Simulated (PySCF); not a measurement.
All of these have the formula C5H10O2Si. Computed with TDDFT CAM-B3LYP/def2-SVPD, vertical, gas phase, core orbitals frozen in the response in PySCF 2.14.0, density-fitted response routines. Geometries: GFN2-xTB; one conformer of each isolated species. Triplets are in the Tamm–Dancoff approximation.

Problem. Rank by computed lowest singlet excitation energy, lowest first.
A. `C[SiH](C)CC(=O)C=O`
B. `C[C@@H]1COCC(=O)[SiH2]1`
C. `C[C@@H](C=O)C(=O)C[SiH3]`
D. `O=C[C@@]1([SiH3])C[C@H]1CO`

Solution. A (2.90 eV), B (3.27 eV), C (4.12 eV), D (4.43 eV).

```tsv
SMILES	S1 (eV)	f (S1)	gap (eV)	first f ≥ 0.01 (nm)	α (au)	S1 mainly
C[SiH](C)CC(=O)C=O	2.90	0.001	7.36	210	90.9	H→L (94%)
C[C@@H]1COCC(=O)[SiH2]1	3.27	0.000	7.85	194	89.6	H→L (94%)
C[C@@H](C=O)C(=O)C[SiH3]	4.12	0.003	8.47	198	90.8	H→L (52%)
O=C[C@@]1([SiH3])C[C@H]1CO	4.43	0.000	9.31	190	91.0	H→L (89%)
```

H and L stand for HOMO and LUMO.
